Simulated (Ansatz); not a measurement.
[IBr2]- (IBr₂⁻) was relaxed with PBE0-D4 (def2-TZVPD) in Ansatz in these states: charge -1 singlet, neutral doublet. The geometries follow in no particular order.

In the def2 sets I takes a core potential; there is no spin–orbit coupling.

A:

Cartesian coordinates in Å:
```
I 0.000 0.000 0.000
Br -0.162 -1.254 -2.267
Br 0.162 1.254 2.267
```

B:

```csv
atom,x (Å),y (Å),z (Å)
I1,0.0000,0.0000,0.0000
Br2,2.0840,-0.4305,-1.6947
Br3,-2.0840,0.4305,1.6947
```

Question: Judge from the bond lengths which geometry belongs to which state (an estimate).

Answer: A is the neutral doublet (I1–Br3 2.596 Å, I1–Br2 2.596 Å); B is the charge -1 singlet (I1–Br3 2.720 Å, I1–Br2 2.720 Å).
